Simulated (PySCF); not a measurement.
How methods differ on the ionisation energy of N²⁺

N²⁺ [He] 2s2 2p1 (2P) → N³⁺ [He] 2s2 (1S), as a difference of total energies. Computed with PySCF 2.14 in aug-cc-pVQZ-DK, with scalar relativity by spin-free X2C-1e. Correlated levels: valence: 1s2 frozen. The calculations carry no spin-orbit coupling.

```
           method  ionisation energy (eV)
              UHF                  47.292
    MP2 (valence)                  47.519
SCS-MP2 (valence)                  47.469
   CCSD (valence)                  47.266
CCSD(T) (valence)                  47.298
```

A first-order spin-orbit estimate (lowest level to lowest level, LS coupling) adds 0.014 eV.

Errors of the correlated levels include the incompleteness of this basis and the frozen core.

The coupled-cluster amplitudes are large for N³⁺ (T1 above 0.03 or a double amplitude above 0.15), so a single reference is strained.

Problem. Which method comes closest to the reference value, and which is furthest?

Solution. The reference is 47.445 eV (semi-empirical (NIST evaluation); NIST Atomic Spectra Database, ionization energies). Closest: SCS-MP2 (valence) (error 0.038 eV); furthest: CCSD (valence) (error -0.164 eV), both after the spin-orbit estimate.
